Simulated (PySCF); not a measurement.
Bond curve of BeCl

Set-up: PySCF, no relativity, basis sets Be def2-SVP, Cl def2-SVP. Energies in eV from Be + Cl in their ground configurations at the same level. State: ²Σ⁺ (doublet), unpaired electrons σ ↑.

All columns are PBE0. A positive dipole means Be(−)Cl(+).

```
R (Å)  E (eV)  μ (D)  Mulliken charge on Be (basis-dependent)  HOMO (eV)  LUMO (eV)  Mayer bond order  ⟨S²⟩
1.582  -3.324   0.21                                     0.13      -5.91      -1.83              1.44  0.75
1.656  -3.788  -0.10                                     0.17      -6.04      -1.94              1.37  0.75
1.730  -4.048  -0.41                                     0.21      -6.17      -2.07              1.31  0.75
1.785  -4.142  -0.66                                     0.23      -6.27      -2.17              1.28  0.75
1.840  -4.169  -0.90                                     0.25      -6.36      -2.27              1.24  0.75
1.895  -4.143  -1.14                                     0.27      -6.46      -2.37              1.21  0.75
1.969  -4.045  -1.47                                     0.30      -6.58      -2.52              1.17  0.75
2.061  -3.851  -1.88                                     0.32      -6.74      -2.71              1.13  0.75
2.171  -3.551  -2.37                                     0.34      -6.91      -2.96              1.08  0.75
2.318  -3.094  -3.01                                     0.37      -7.11      -3.29              1.03  0.75
```

A fit through these points gives, at Re = 1.838 Å, μ = -0.89 D and dμ/dR = -4.42 D/Å; the reduced mass is 7.165 u.

How strong is the fundamental in the double-harmonic approximation, I = 42.26·(dμ/dR)²/μred km/mol?

I = 42.26·(-4.42)²/7.165 = 115 km/mol at PBE0.

The state was picked by a PBE0 search and need not be the measured ground state.
